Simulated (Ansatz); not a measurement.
Molecule: ZrO2, charge 1, multiplicity 2. The spin state was set by rule; other spins were not relaxed. 
Structure (B3LYP-D3(BJ)/def2-TZVP (Ansatz, an electronic-structure program) minimum search):
```
Zr
O 1 1.7487
O 1 1.8343 2 95.81
```
Charge +1, spin multiplicity 2.

Basis-set convergence of Hartree-Fock and CCSD correlation energies (hartree) with Ansatz. Correlated levels leave the core frozen unless marked. UHF or UKS for open shells. No spin-orbit coupling. The frozen core is the preceding noble-gas configuration, with the filled d and f shells of earlier blocks. In def2 rows, elements after Kr have scalar-relativistic effective core potentials.

The UHF reference is spin-contaminated (<S^2> 0.26 over the pure value in the largest basis). The T1 diagnostic of CCSD in the largest basis is 0.056, which is high, so the coupled-cluster rows are less sure than usual.

```csv
basis,functions,E(HF),"E(corr, CCSD)"
def2-SVPD,80,-195.86588,-0.46162
def2-TZVPPD,136,…,…
```

**Question.** Complete the blanks.

**Answer.** 
- def2-TZVPPD, E(HF): -196.06464
- def2-TZVPPD, E(corr, CCSD): -0.54588
